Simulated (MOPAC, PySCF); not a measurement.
C2H2F2, SMILES `C=C(F)F`, neutral singlet in the gas phase. 

Z-matrix (Å, degrees):
```
C
C 1 1.3178
F 1 1.3203 2 125.30
F 1 1.3203 2 125.30 3 -180.00
H 2 1.0786 1 119.60 3 0.00
H 2 1.0786 5 120.80 1 -180.00
```
Charge 0, spin multiplicity 1.

All levels are single points at this geometry (r2SCAN-D4/def2-TZVP); Pople sets use spherical d functions. Orbital energies aren't observables, and empty levels follow the basis.

PM3 in MOPAC gives gap (eV) = 11.14.

Problem. Estimate the gap (eV) from each of these levels: r2SCAN-D4/def2-TZVP in PySCF; PBE/6-31G* in PySCF; SVWN5/6-31G* in PySCF; HF/6-31G* in PySCF; PM7 in MOPAC.

Solution. 
| level | gap (eV) |
|---|---|
| r2SCAN-D4/def2-TZVP in PySCF | 6.41 |
| PBE/6-31G* in PySCF | 6.03 |
| SVWN5/6-31G* in PySCF | 5.96 |
| HF/6-31G* in PySCF | 15.78 |
| PM7 in MOPAC | 11.31 |
